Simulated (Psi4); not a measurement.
H4O4Ti (SMILES [OH][Ti]([OH])([OH])[OH]), singlet, at a GFN2-xTB geometry (such geometries of metal compounds can be far from the true shape). Base run: HF/STO-3G (Psi4).

The Psi4 input:
```
memory 2 GB

molecule {
0 1
Ti    0.00000000    0.00000000   -0.00000000
O     1.24544225   -0.58253470   -1.05566096
H     2.18594291   -0.38412089   -1.04907072
O     0.70126705    0.27495552    1.56125498
H     0.42784937    0.88996160    2.24752262
O    -0.68322854    1.49335881   -0.55495166
H    -1.41360157    1.63536595   -1.16350913
O    -1.26348075   -1.18577963    0.04935764
H    -1.20019071   -2.14120665   -0.03494277
}

set {
  basis sto-3g
  stability_analysis check
  scf_type pk
}

energy('scf')
print_variables()
```

The bond that is stretched is that between atoms 9 and 8. A test that says stable can miss a lower solution.

Each row names what was changed in the base input (with any setting that the change needs).

| change | ΔE vs base (mEh) | <S^2> |
|---|---|---|
| base | 0.000 | 0.000 |
| stability_analysis = follow; reference = uhf | 0.000 | 0.000 |
| bond × 1.25 | 41.742 | 0.000 |
| stability_analysis = follow; reference = uhf; bond × 1.25 | 41.742 | 0.000 |
| bond × 1.5 | 122.8 | 0.000 |
| stability_analysis = follow; reference = uhf; bond × 1.5 | 114.4 | 0.361 |
| bond × 1.8 | 220.1 | 0.000 |
| stability_analysis = follow; reference = uhf; bond × 1.8 | 147.0 | 0.821 |
| bond × 2.2 | 321.8 | 0.000 |
| stability_analysis = follow; reference = uhf; bond × 2.2 | 154.8 | 0.975 |
| bond × 3.0 | 423.4 | 0.000 |
| stability_analysis = follow; reference = uhf; bond × 3.0 | 155.5 | 1.004 |

Psi4 reported an instability in these rows: stability_analysis = follow; reference = uhf; bond × 1.5; stability_analysis = follow; reference = uhf; bond × 1.8; stability_analysis = follow; reference = uhf; bond × 2.2; stability_analysis = follow; reference = uhf; bond × 3.0 (restricted rows aren't judged here).

Where a bond breaks into two radicals, a solution with restricted orbitals usually stops being the lowest and lies too high; an unrestricted one lies lower at the price of spin contamination, which <S^2> shows.
